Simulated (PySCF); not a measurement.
A structure optimised at B3LYP-D3(BJ)/def2-SVP, used in a PySCF frequency run:

```xyz
9

F      0.1623    -2.8470     0.0000
C     -0.2848    -1.5973     0.0000
C      0.5396    -0.5531     0.0000
C      0.0326     0.8506     0.0000
F      0.4654     1.5257    -1.0798
F      0.4654     1.5257     1.0798
F     -1.3121     0.9077     0.0000
H     -1.3759    -1.5277     0.0000
H      1.6237    -0.6832     0.0000
```
Charge 0, spin multiplicity 1.

Q: Write its SMILES, formula and point group.

A: F/C=C/C(F)(F)F, C₃H₂F₄, Cs

Q: What are its rotational constants (standard atomic weights)?

A: 5.3321, 1.4517, 1.4264 GHz
